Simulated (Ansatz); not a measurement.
The same molecule with X = N, As, Bi. Ansatz, PBE0-D4/def2-TZVP geometries, multiplicity 1.

Elements past krypton have def2 core potentials. Scalar relativity is left out up to krypton.

| X | molecule | mean X–C bond length / Å | HOMO–LUMO gap (PBE0/def2-TZVPP) / eV | HOMO energy (ωB97M-V/def2-TZVPP) / eV | HOMO–LUMO gap (B3LYP/def2-TZVPP) / eV |
| --- | --- | --- | --- | --- | --- |
| N | `CN(C)C` | 1.442 | 7.35 | -8.48 | 6.81 |
| Bi | `[CH3][Bi]([CH3])[CH3]` | 2.253 | 6.76 | -8.61 | 6.33 |

Give the row for X = As, `C[As](C)C`. (Best estimate.)

The calculation gave: 
```
 X     molecule  mean X–C bond length / Å  HOMO–LUMO gap (PBE0/def2-TZVPP) / eV  HOMO energy (ωB97M-V/def2-TZVPP) / eV  HOMO–LUMO gap (B3LYP/def2-TZVPP) / eV
As  `C[As](C)C`                     1.965                                  7.65                                  -8.61                                   7.16
```

From N to Bi the mean X–C bond length rises at each step, by 0.811 Å in all; the HOMO–LUMO gap (PBE0/def2-TZVPP) isn't monotonic: highest at As, lowest at Bi; the HOMO energy (ωB97M-V/def2-TZVPP) isn't monotonic: highest at N, lowest at As; the HOMO–LUMO gap (B3LYP/def2-TZVPP) isn't monotonic: highest at As, lowest at Bi. Bonds lengthen as the atom grows down the group.

B3LYP here is the variant with VWN-RPA as its local correlation; programs differ in this.

Spin–orbit coupling is left out; it splits and shifts lone-pair levels of the heavy atoms by tenths of an eV.
